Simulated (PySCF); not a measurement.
**Working out the ionisation energy of Cl+**

Cl+ [Ne] 3s2 3p4 (3P) → Cl(2+) [Ne] 3s2 3p3 (4S). Calculation: PySCF 2.14, in 6-31G* (4s3p1d, 18 functions); the non-relativistic Hamiltonian (point nucleus). Frozen: [Ne]. Energies in hartree (1 hartree = 27.21139 eV):

```tsv
part	Cl+ (lower)	Cl(2+) (upper)
UHF	-459.013539	-458.186783
CCSD correlation	-0.102630	-0.089330
(T)	-0.001160	-0.000805
```

Problem. What does Hartree-Fock give?

Solution. (-458.186783) − (-459.013539) = 0.826756 hartree = 22.497 eV.

Problem. What do CCSD and CCSD(T) give?

Solution. The CCSD correlation energies differ by 0.013300 hartree = 0.362 eV and the triples by 0.000355 hartree = 0.010 eV, so CCSD gives 22.859 eV and CCSD(T) 22.869 eV.

Measured between the centres of the two terms (NIST): 23.771 eV, so CCSD(T) (valence) is off by -0.902 eV.

What remains against the reference includes basis incompleteness, the frozen core and higher excitations.
